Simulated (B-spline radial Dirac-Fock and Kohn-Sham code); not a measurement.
## Magnetic form factor of the 3d shell of Ho⁴¹⁺

System: Ho⁴¹⁺, [Ar] 3d8.

Model: Dirac-Fock orbitals of the configuration average with a finite nucleus. Program: a radial finite-basis atomic code. ⟨j_K⟩ is the integral of the 3d radial density with the spherical Bessel function j_K(4πsr), s = sin θ/λ.

```
s (Å⁻¹)    ⟨j0⟩    ⟨j2⟩    ⟨j4⟩
      0  1.0000  0.0000  0.0000
   0.05  0.9992  0.0003  0.0000
    0.1  0.9967  0.0013  0.0000
   0.15  0.9925  0.0030  0.0000
    0.2  0.9867  0.0053  0.0000
   0.25  0.9793  0.0083  0.0000
    0.3  0.9703  0.0118  0.0001
   0.35  0.9598  0.0159  0.0001
    0.4  0.9478  0.0206  0.0002
   0.45  0.9344  0.0258  0.0003
    0.5  0.9197  0.0315  0.0004
    0.6  0.8865  0.0442  0.0009
    0.7  0.8488  0.0583  0.0016
    0.8  0.8073  0.0735  0.0026
    0.9  0.7627  0.0894  0.0040
      1  0.7158  0.1055  0.0058
    1.1  0.6673  0.1216  0.0081
    1.2  0.6179  0.1372  0.0109
    1.4  0.5190  0.1660  0.0179
    1.6  0.4239  0.1898  0.0269
```

Radial moments of the shell: ⟨r²⟩ = 0.04547, ⟨r⁴⟩ = 0.003522, ⟨r⁶⟩ = 0.0004166 in powers of bohr.

Values without a named source are computed, but for edge energies of neutral atoms, which are taken from tables.
